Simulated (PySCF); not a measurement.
Species: 4-aminobenzonitrile, C7H6N2.
SMILES with atom numbers: `[N:1]#[C:2][c:3]1[cH:4][cH:5][c:6]([NH2:7])[cH:8][cH:9]1` (hydrogens: H10 on C4; H11 on C5; H12, H13 on N7; H14 on C8; H15 on C9)

Computed by this run: PySCF, PBE0-D3(BJ)/def2-SVP geometry optimisation, gas phase; density fitting, grid level 2; the optimiser is geomeTRIC in internal coordinates, started from a GFN2-xTB structure.

Step 0: E = -10317.0832 eV
```
atom  x, y, z in Å  |  force x, y, z in eV/Å
N1     -4.0976    0.0717   -0.4020   -1.686   0.021  -0.159
C2     -2.9549    0.0560   -0.2935    0.824  -0.001   0.081
C3     -1.5522    0.0370   -0.1605    0.183  -0.002   0.011
C4     -0.9160    0.9052    0.7306    0.059  -0.122  -0.079
C5      0.4534    0.8816    0.8586   -0.006  -0.028   0.025
C6      1.2272   -0.0055    0.1016    0.527   0.102  -0.069
N7      2.5935    0.0196    0.1806   -0.249   0.017  -0.037
C8      0.5823   -0.8743   -0.7862   -0.012  -0.021   0.033
C9     -0.7868   -0.8540   -0.9174    0.039   0.086   0.119
H10    -1.5070    1.5914    1.3195   -0.221   0.267   0.225
H11     0.9445    1.5522    1.5488    0.190   0.309   0.289
H12     3.1022   -0.7602   -0.1992    0.162  -0.137  -0.037
H13     3.0136    0.4811    0.9690    0.142   0.060   0.145
H14     1.1733   -1.5655   -1.3698    0.227  -0.288  -0.273
H15    -1.2802   -1.5283   -1.6019   -0.177  -0.264  -0.273
```

**Question.** Estimate the geometry and energy of step 1. (The exact step hangs on the optimiser's Hessian estimate; all steps are aligned on step 0, rigid shifts and turns removed.)

**Answer.** E = -10317.1285 eV, largest force 0.107 eV/Å
```
atom  x, y, z in Å  |  force x, y, z in eV/Å
N1     -4.1454    0.0635   -0.3930   -0.025   0.000   0.000
C2     -2.9896    0.0512   -0.2889    0.014   0.002  -0.004
C3     -1.5680    0.0358   -0.1616    0.027   0.001   0.006
C4     -0.9170    0.9063    0.7271   -0.071   0.059   0.054
C5      0.4601    0.8903    0.8538    0.056   0.062   0.030
C6      1.2467    0.0033    0.0928   -0.027  -0.036   0.043
N7      2.6087    0.0080    0.1947    0.056  -0.005   0.003
C8      0.5888   -0.8701   -0.7953    0.064  -0.032  -0.057
C9     -0.7885   -0.8520   -0.9200   -0.060  -0.063  -0.060
H10    -1.5094    1.6019    1.3267    0.025  -0.024  -0.021
H11     0.9486    1.5782    1.5499   -0.020  -0.020  -0.017
H12     3.1267   -0.7732   -0.1820   -0.019   0.016  -0.001
H13     3.0354    0.4708    0.9847   -0.019   0.000  -0.017
H14     1.1785   -1.5681   -1.3967   -0.022   0.017   0.017
H15    -1.2800   -1.5380   -1.6144    0.022   0.024   0.024
```

The energy changes by -0.0453 eV. The first-order estimate −F·Δx gives -0.0934 eV and the mean of the old and new forces, exact on a quadratic surface, -0.0457 eV. The step makes an angle of 64° with the force vector and moves no atom by more than 0.049 Å.

What follows is the cost of the whole optimisation. On one thread of an Arm Neoverse N1, no GPU, shared host, this took 55 s of wall time and 0.74 GiB of memory at its peak.
